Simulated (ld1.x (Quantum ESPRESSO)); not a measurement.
**carbon (C): excitation energies, all-electron against TM**

carbon, norm-conserving Troullier–Martins (Kleinman–Bylander form), made with ld1.x (Quantum ESPRESSO) 7.5 (PBE, scalar-relativistic). Core [He], reference 2s2 2p2. Waves: 2s (bound): rc 1.30 bohr; 2p (bound): rc 2.90 bohr; 3d channel at 0.35 Ry: rc 3.00 bohr. Local part: the d channel. Core correction: none.

Energies are relative to the spin-unpolarised reference configuration 2s2 2p2; without spin polarisation the order of configurations can differ from experiment. The frozen-core shift is the all-electron ΔE with the core orbitals held at their reference shape minus the fully relaxed ΔE.

```tsv
valence configuration	charge	ΔE all-electron (eV)	error AE − PS (meV)	frozen-core shift (meV)
2s2 2p1	+1	10.862	+123	+0.2
2s1 2p0	+3	83.212	+1901	+15
2s0 2p4	0	16.975	-80	+1.7
2s1 2p2	+1	19.615	-112	+0.7
2s2 2p1.5	+0.5	3.963	+19	0.0
2s2 2p2.3	-0.3	-1.158	+2.2	0.0
```

Q: What are ΔE and the potential's error for 2s2 2p0?

A: ΔE = 35.018 eV all-electron; the error (AE − PS) is +1005 meV.

Note: ghost state, extra bound levels that the all-electron valence spectrum of the same l lacks: s at -582.3 eV. A true bound ghost makes a file unfit for plane-wave use.
